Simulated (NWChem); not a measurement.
Everything below was run with NWChem. System: formate (CHO2 (-1)), charge -1, spin multiplicity 1, at a geometry optimised with PBE0/def2-SVP. Level: CR-CCSD(T)/def2-SVPD, 3 core orbitals frozen.

Input file:

```
start mol
memory heap 100 mb stack 700 mb global 1900 mb
charge -1
geometry units angstroms nocenter noautoz
  O      1.132028     0.000000     0.206506
  C      0.000000     0.000000    -0.305218
  O     -1.132028     0.000000     0.206506
  H      0.000000     0.000000    -1.472789
  symmetry group C2v
end
basis spherical
  * library def2-svpd
end
scf
  rhf
  nopen 0
  maxiter 100
  thresh 1e-7
  semidirect memsize 60000000 filesize 0
end
tce
  freeze core 3
  cr-ccsd(t)
  2eorb
  2emet 13
  thresh 1e-6
  maxiter 100
  tilesize 24
end
task tce energy
```

Part of the output:

```
             Northwest Computational Chemistry Package (NWChem) 7.3.0
             --------------------------------------------------------

                                NWChem Input Module
                                -------------------

 Scaling coordinates for geometry "geometry" by  1.889725989
 (inverse scale =  0.529177249)

 Turning off AUTOSYM since
 SYMMETRY directive was detected!

                             Geometry "geometry" -> ""
                             -------------------------

 Output coordinates in angstroms (scale by  1.889725989 to convert to a.u.)

  No.       Tag          Charge          X              Y              Z
 ---- ---------------- ---------- -------------- -------------- --------------
    1 O                    8.0000     1.13202800     0.00000000     0.20650600
    2 C                    6.0000     0.00000000     0.00000000    -0.30521800
    3 O                    8.0000    -1.13202800     0.00000000     0.20650600
    4 H                    1.0000     0.00000000     0.00000000    -1.47278900

 Effective nuclear repulsion energy (a.u.)      62.7509648857

            Nuclear Dipole moment (a.u.)
            ----------------------------
        X                 Y               Z
 ---------------- ---------------- ----------------
     0.0000000000     0.0000000000    -0.0000018897

      Symmetry information
      --------------------

 Group name             C2v
 Group number             16
 Group order               4
 No. of unique centers     3

      Symmetry unique atoms

     1    2    4


 Summary of "ao basis" -> "" (spherical)
 ------------------------------------------------------------------------------
       Tag                 Description            Shells   Functions and Types
 ---------------- ------------------------------  ------  ---------------------
 *                         def2-svpd                  on all atoms

 Summary of "ao basis" -> "ao basis" (spherical)
 ------------------------------------------------------------------------------
       Tag                 Description            Shells   Functions and Types
 ---------------- ------------------------------  ------  ---------------------
 O                         def2-svpd                 9       23   4s3p2d
 C                         def2-svpd                 8       20   4s2p2d
 H                         def2-svpd                 4        8   2s2p

                                 NWChem SCF Module
                                 -----------------

  ao basis        = "ao basis"
  functions       =    74
  atoms           =     4
  closed shells   =    12
  open shells     =     0
  charge          =  -1.00
  wavefunction    = RHF
  use symmetry    = T
  symmetry adapt  = T

 Summary of "ao basis" -> "ao basis" (spherical)
 ------------------------------------------------------------------------------
       Tag                 Description            Shells   Functions and Types
 ---------------- ------------------------------  ------  ---------------------
 O                         def2-svpd                 9       23   4s3p2d
 C                         def2-svpd                 8       20   4s2p2d
 H                         def2-svpd                 4        8   2s2p

      Symmetry analysis of basis
      --------------------------

        a1         30
        a2          9
        b1         22
        b2         13

 Forming initial guess at       0.1s

      Superposition of Atomic Density Guess
      -------------------------------------

 Sum of atomic energies:        -187.51289882

 Renormalizing density from      23.00 to     24

      Non-variational initial energy
      ------------------------------

 Total energy =    -193.426701
 1-e energy   =    -397.637461
 2-e energy   =     141.459795
 HOMO         =       0.041084
 LUMO         =       0.276038

      Symmetry analysis of molecular orbitals - initial
      -------------------------------------------------

  Numbering of irreducible representations:

     1 a1          2 a2          3 b1          4 b2

  Orbital symmetries:

     1 a1          2 b1          3 a1          4 a1          5 b1
     6 a1          7 a1          8 b1          9 b2         10 a2
    11 b1         12 a1         13 a1         14 b1         15 a1
    16 b2         17 b1         18 a1         19 a2         20 b2
    21 a1         22 b1

 Starting SCF solution at       0.3s

 ----------------------------------------------
         Quadratically convergent ROHF

 Convergence threshold     :          1.000E-07
 Maximum no. of iterations :          100
 Final Fock-matrix accuracy:          1.000E-09
 ----------------------------------------------

              iter       energy          gnorm     gmax       time
             ----- ------------------- --------- --------- --------
                 1     -187.9137198893  1.60D+00  3.73D-01      0.4
                 2     -188.0617735777  2.17D-01  5.02D-02      0.4
                 3     -188.0667192715  1.61D-02  4.34D-03      0.5
                 4     -188.0667582199  1.33D-04  3.53D-05      0.5
                 5     -188.0667582223  1.26D-08  2.64D-09      0.7

       Final RHF  results
       ------------------

         Total SCF energy =   -188.066758222291
      One-electron energy =   -389.134231223811
      Two-electron energy =    138.316508115847
 Nuclear repulsion energy =     62.750964885673

        Time for solution =      0.3s

       Symmetry analysis of molecular orbitals - final
       -----------------------------------------------

  Numbering of irreducible representations:
[...]

     1 a1          2 a2          3 b1          4 b2

  Orbital symmetries:

     1 b1          2 a1          3 a1          4 a1          5 b1
     6 a1          7 a1          8 b1          9 b2         10 b1
    11 a2         12 a1         13 a1         14 a1         15 b1
    16 b2         17 b1         18 a1         19 a2         20 b2
    21 a1         22 b1

             Final eigenvalues
             -----------------

              1
    1  -20.2931
    2  -20.2930
    3  -11.1380
    4   -1.1519
    5   -1.0558
    6   -0.5385
    7   -0.4339
    8   -0.3963
    9   -0.3525
   10   -0.2152
   11   -0.1939
   12   -0.1885
   13    0.2639
   14    0.3116
   15    0.3185
   16    0.3389
   17    0.3649
   18    0.3687
   19    0.3735
   20    0.4046
   21    0.4198
   22    0.4915

                       ROHF Final Molecular Orbital Analysis
                       -------------------------------------

 Vector   10  Occ=2.000000D+00  E=-2.151613D-01  Symmetry=b1
              MO Center= -1.7D-16, -4.3D-17,  1.3D-01, r^2= 2.0D+00
   Bfn.  Coefficient  Atom+Function         Bfn.  Coefficient  Atom+Function
  ----- ------------  ---------------      ----- ------------  ---------------
     7      0.353082  1 O  pz                50     -0.353082  3 O  pz
     5     -0.280400  1 O  px                48     -0.280400  3 O  px
    10      0.277306  1 O  pz                53     -0.277306  3 O  pz
     8     -0.210601  1 O  px                51     -0.210601  3 O  px

 Vector   11  Occ=2.000000D+00  E=-1.939110D-01  Symmetry=a2
              MO Center=  1.1D-15, -4.5D-16,  1.7D-01, r^2= 2.0D+00
   Bfn.  Coefficient  Atom+Function         Bfn.  Coefficient  Atom+Function
  ----- ------------  ---------------      ----- ------------  ---------------
     6      0.428338  1 O  py                49     -0.428338  3 O  py
     9      0.344345  1 O  py                52     -0.344345  3 O  py

 Vector   12  Occ=2.000000D+00  E=-1.884964D-01  Symmetry=a1
              MO Center= -3.1D-14,  1.4D-15, -1.8D-01, r^2= 2.2D+00
   Bfn.  Coefficient  Atom+Function         Bfn.  Coefficient  Atom+Function
  ----- ------------  ---------------      ----- ------------  ---------------
    27      0.525615  2 C  s                  7      0.384044  1 O  pz
    50      0.384044  3 O  pz                10      0.301112  1 O  pz
    53      0.301112  3 O  pz                67      0.301095  4 H  s
     4     -0.207616  1 O  s                 47     -0.207616  3 O  s
    26      0.170347  2 C  s                 30     -0.157481  2 C  pz

 Vector   13  Occ=0.000000D+00  E= 2.638941D-01  Symmetry=a1
              MO Center= -2.0D-14,  5.0D-30, -1.1D+00, r^2= 1.0D+01
   Bfn.  Coefficient  Atom+Function         Bfn.  Coefficient  Atom+Function
  ----- ------------  ---------------      ----- ------------  ---------------
    27     14.416395  2 C  s                  4     -6.216008  1 O  s
    47     -6.216008  3 O  s                 68     -4.633921  4 H  s
    26      2.656937  2 C  s                 11      1.865297  1 O  px
    54     -1.865297  3 O  px                74     -1.019377  4 H  pz
    13      0.887189  1 O  pz                56      0.887189  3 O  pz

 Vector   14  Occ=0.000000D+00  E= 3.115996D-01  Symmetry=a1
              MO Center=  3.2D-15, -5.0D-17,  8.1D-01, r^2= 1.0D+01
   Bfn.  Coefficient  Atom+Function         Bfn.  Coefficient  Atom+Function
  ----- ------------  ---------------      ----- ------------  ---------------
    27      4.868466  2 C  s                  4     -3.085934  1 O  s
    47     -3.085934  3 O  s                 68      2.513076  4 H  s
    13      1.634685  1 O  pz                56      1.634685  3 O  pz
    74      1.164611  4 H  pz                11      1.052480  1 O  px
    54     -1.052480  3 O  px                41     -0.734104  2 C  d  0

 Vector   15  Occ=0.000000D+00  E= 3.184737D-01  Symmetry=b1
              MO Center=  1.4D-14, -7.6D-19,  4.0D-01, r^2= 1.3D+01
   Bfn.  Coefficient  Atom+Function         Bfn.  Coefficient  Atom+Function
  ----- ------------  ---------------      ----- ------------  ---------------
     4      3.078684  1 O  s                 47     -3.078684  3 O  s
    11     -2.453189  1 O  px                54     -2.453189  3 O  px
    72     -0.471784  4 H  px                13     -0.289428  1 O  pz
    56      0.289428  3 O  pz                31     -0.283197  2 C  px
    23      0.263421  1 O  d  2              66     -0.263421  3 O  d  2

 center of mass
 --------------
 x =   0.00000000 y =   0.00000000 z =   0.06127905

 moments of inertia (a.u.)
 ------------------
          16.501378671393           0.000000000000           0.000000000000
           0.000000000000         162.895556828411           0.000000000000
           0.000000000000           0.000000000000         146.394178157018

  Mulliken analysis of the total density
  --------------------------------------

    Atom       Charge   Shell Charges
 -----------   ------   -------------------------------------------------------
    1 O    8     8.80   1.99  1.06  0.78  0.02  2.81  1.91  0.21  0.02  0.01
    2 C    6     5.40   1.99  0.92  0.04  0.18  1.82  0.28  0.16  0.00
    3 O    8     8.80   1.99  1.06  0.78  0.02  2.81  1.91  0.21  0.02  0.01
    4 H    1     1.00   0.77  0.18  0.02  0.02

       Multipole analysis of the density wrt the origin
       ------------------------------------------------

     L   x y z        total         open         nuclear
     -   - - -        -----         ----         -------
     0   0 0 0     -1.000000      0.000000     23.000000

     1   1 0 0      0.000000      0.000000      0.000000
     1   0 1 0     -0.000000      0.000000      0.000000
     1   0 0 1     -0.662926      0.000000     -0.000002

     2   2 0 0    -22.086402      0.000000     73.220382
     2   1 1 0     -0.000000      0.000000      0.000000
     2   1 0 1      0.000000      0.000000      0.000000
     2   0 2 0    -14.126499      0.000000      0.000000
     2   0 1 1     -0.000000      0.000000      0.000000
     2   0 0 2    -15.266260      0.000000     12.178655

                   NWChem Extensible Many-Electron Theory Module
                   ---------------------------------------------


            General Information
            -------------------
      Number of processors :     1
         Wavefunction type : Restricted Hartree-Fock
          No. of electrons :    24
           Alpha electrons :    12
            Beta electrons :    12
           No. of orbitals :   148
            Alpha orbitals :    74
             Beta orbitals :    74
        Alpha frozen cores :     3
         Beta frozen cores :     3
     Alpha frozen virtuals :     0
      Beta frozen virtuals :     0
         Spin multiplicity : singlet
    Number of AO functions :    74
       Number of AO shells :    30
        Use of symmetry is : on
      Symmetry adaption is : on
         Schwarz screening : 0.10D-09

          Correlation Information
          -----------------------
          Calculation type : Coupled-cluster singles & doubles w/ perturbation
   Perturbative correction : Completely renormalized (T)
            Max iterations :      100
        Residual threshold : 0.10D-05
     T(0) DIIS level shift : 0.00D+00
     L(0) DIIS level shift : 0.00D+00
     T(1) DIIS level shift : 0.00D+00
     L(1) DIIS level shift : 0.00D+00
     T(R) DIIS level shift : 0.00D+00
     T(I) DIIS level shift : 0.00D+00
   CC-T/L Amplitude update :  5-th order DIIS
                I/O scheme : Global Array Library
        L-threshold :  0.10D-05
        EOM-threshold :  0.10D-05
 no EOMCCSD initial starts read in
 TCE RESTART OPTIONS
 SLICE:      F
 D4D5:       F
 quantumc:   F
 qrotation:  F
 pwtce:      F
 qducc:      F
 nacto:                         0
 nrotv:                         0
 nrot:                          0

            Memory Information
            ------------------
          Available GA space size is     249031324 doubles
          Available MA space size is     104854996 doubles

 Maximum block size supplied by input
 Maximum block size        24 doubles

 tile_dim =     24

 -------------------------------------------------

 Global array virtual files algorithm will be used

 Parallel file system coherency ......... OK

 4-electron integrals stored in orbital form

 v2    file size   =          1828279
 4-index algorithm nr.  13 is used
 imaxsize =       30
 imaxsize ichop =        0


CCSD iterations
 ---------------------------------------------------------
 Iter          Residuum       Correlation     Cpu    Wall
 ---------------------------------------------------------
    1   0.1777501174907  -0.5317051494509     0.5     0.5
    2   0.0478268171354  -0.5232556508326     0.6     0.6
    3   0.0158285398461  -0.5347499093224     0.5     0.5
    4   0.0079119540329  -0.5346963469619     0.6     0.6
    5   0.0030391649919  -0.5359898749683     0.5     0.5
    6   0.0011976523721  -0.5362317120600     0.6     0.6
    7   0.0007154868625  -0.5362548491956     0.5     0.5
    8   0.0003384693245  -0.5362802095298     0.6     0.6
    9   0.0002388695813  -0.5362789593246     0.5     0.5
   10   0.0001187984711  -0.5362917678628     0.6     0.6
   11   0.0000232458614  -0.5362968547519     0.5     0.5
   12   0.0000108947600  -0.5362982453385     0.6     0.6
   13   0.0000064191356  -0.5362981838443     0.5     0.5
   14   0.0000037207493  -0.5362983043217     0.5     0.5
   15   0.0000023407890  -0.5362982647413     0.6     0.6
   16   0.0000006436109  -0.5362982778802     0.5     0.5
 -----------------------------------------------------------------
 Iterations converged
 CCSD correlation energy / hartree =        -0.536298277880214
 CCSD total energy / hartree       =      -188.603056500171675

 Singles contributions

 Doubles contributions
 CR-CCSD(T)

 CR-CCSD[T]  correction energy / hartree =        -0.017510634494133
 CR-CCSD[T] correlation energy / hartree =        -0.553808912374348
 CR-CCSD[T] total energy / hartree       =      -188.620567134665805
 CR-CCSD(T)  correction energy / hartree =        -0.015654155640239
 CR-CCSD(T) correlation energy / hartree =        -0.551952433520454
 CR-CCSD(T) total energy / hartree       =      -188.618710655811924

 Task  times  cpu:       30.1s     wall:       30.1s

 Total times  cpu:       30.1s     wall:       30.1s
```
